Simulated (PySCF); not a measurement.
bromine cation (Br2), SMILES BrBr (connectivity only; charge and spin as stated), charge +1, multiplicity 2.

The structure is a stationary point at PBE0-D3(BJ)/def2-TZVP. The multiplicity is an assumed one; other spin states were not compared.

These are PBE0-D3(BJ)/def2-TZVP run with PySCF values and carry that method's errors.

Frequencies are harmonic and unscaled.

```csv
mode,ν (cm⁻¹),IR (km/mol),moving atoms (share of kinetic energy)
1,383,0.0,Br 100 %
```
